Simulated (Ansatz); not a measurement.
Molecule: C2H7Si (charge -1, singlet). It need not be the lowest isomer of its formula. Whether it binds its extra electron was not tested at this geometry. 
Coordinates optimised at B3LYP-D3(BJ)/def2-TZVP (Ansatz, a first-principles code):
SMILES: C[SiH-]C
```xyz
10

Si     0.0980     0.7412    -0.0857
C     -1.5385    -0.3432     0.0983
C      1.3819    -0.7548    -0.1230
H      0.2555     1.0462     1.4255
H     -1.7871    -0.8188    -0.8586
H     -1.4551    -1.1392     0.8513
H     -2.3942     0.2864     0.3698
H      1.1952    -1.5127     0.6504
H      1.3459    -1.2604    -1.0960
H      2.4080    -0.3904     0.0059
```
Charge -1, spin multiplicity 1.

Total electronic energies in hartree. Cores are frozen in the correlated levels unless marked. No spin-orbit coupling. Non-relativistic. CBS(X,Y): correlation extrapolated as X^-3; Hartree-Fock from the larger set.

```
level                                                program  energy (Eh)
--------------------------------------------  --------------  -----------
HF/STO-3G                                             Ansatz   -364.30121
HF/6-31G                                              Ansatz   -368.62312
HF/cc-pV(D+d)Z                                        Ansatz   -368.70617
RI-HF/aug-cc-pV(T+d)Z                                 Ansatz   -368.75230
BLYP-D4/def2-TZVPD                            Ansatz + dftd4   -369.90808
r2SCAN-D3(BJ)/def2-TZVPD                      Ansatz + dftd3   -369.86789
PBE0/STO-3G                                           Ansatz   -365.24018
PBE0/def2-SVP                                         Ansatz   -369.52446
PBE0/def2-TZVP                                        Ansatz   -369.71813
CAM-B3LYP/def2-TZVPD                                  Ansatz   -369.90312
LC-wPBE-D4/def2-TZVPD                         Ansatz + dftd4   -369.81550
LC-wPBE/def2-TZVPD                                    Ansatz   -369.80668
MP2/6-31G                                             Ansatz   -368.86526
MP2/aug-cc-pV(T+d)Z                                   Ansatz   -369.26943
SCS-MP2/cc-pV(D+d)Z                                   Ansatz   -369.12340
CCSD/6-31G                                            Ansatz   -368.90844
CCSD/aug-cc-pV(D+d)Z                                  Ansatz   -369.20587
CCSD/aug-cc-pV(T+d)Z                                  Ansatz   -369.31354
CCSD/cc-pVTZ                                          Ansatz   -369.29677
CCSD/cc-pV(Q+d)Z                                      Ansatz   -369.33568
CCSD/CBS(aug-cc-pV(T+d)Z,aug-cc-pV(Q+d)Z)             Ansatz    -369.3553
CCSD(T)/cc-pVTZ                                       Ansatz   -369.31852
CCSD(T)/CBS(aug-cc-pV(T+d)Z,aug-cc-pV(Q+d)Z)          Ansatz    -369.3813
```

Totals of different functionals don't rank their quality; only differences between species are comparable.
